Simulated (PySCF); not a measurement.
**`FC(F)(F)CBr`, C$_{2}$H$_{2}$BrF$_{3}$: coupling constants with relativity**

Cartesian coordinates in Å; atom numbers follow the order of the lines, from 1:
```xyz
8

F    -1.4245    1.0424   -0.2766
C    -0.5908    0.0142   -0.4728
F    -1.2859   -1.1085   -0.3166
F    -0.1665    0.0666   -1.7308
C     0.5474    0.1198    0.5169
Br    1.8295   -1.2987    0.3269
H     1.0636    1.0745    0.3607
H     0.1366    0.0819    1.5328
```

[PySCF 2.14 with density-fitted X2C routines: indirect couplings; PBE0/pcJ-1 (dyall-v2z on Br), no solvent, finite nuclei, structure from PBE0-D3(BJ)/def2-SVP]

Non-relativistic values:
| coupling | atoms | J (Hz) |
| --- | --- | --- |
| 1J(79Br,13C) | Br6 – C5 | -99.1 |
| 2J(79Br,13C) | Br6 – C2 | 0.6 |
| 2J(79Br,1H) | Br6 – H7/H8 | 21.1 |
| 3J(79Br,19F) | Br6 – F1/F3/F4 | -16.0 |

Question: What do scalar relativity and two-component X2C with spin–orbit coupling give?

Answer: 
```csv
coupling,atoms,scalar (Hz),with spin–orbit (Hz)
"1J(79Br,13C)",Br6 – C5,-118.9,-104.9
"2J(79Br,13C)",Br6 – C2,0.5,-0.3
"2J(79Br,1H)",Br6 – H7/H8,24.1,21.3
"3J(79Br,19F)",Br6 – F1/F3/F4,-18.6,-16.2
```

The largest listed coupling, 1J(79Br,13C), ends at 1.06 times its non-relativistic value: scalar relativity adds -19.8 Hz and spin–orbit coupling +14.0 Hz. Equivalent partners are averaged, as under fast rotation. In the static structure 3J(79Br,19F) spreads over -35.7, -6.5, -6.5 Hz. Couplings to strongly quadrupolar nuclei (79Br) are seldom resolved in solution.
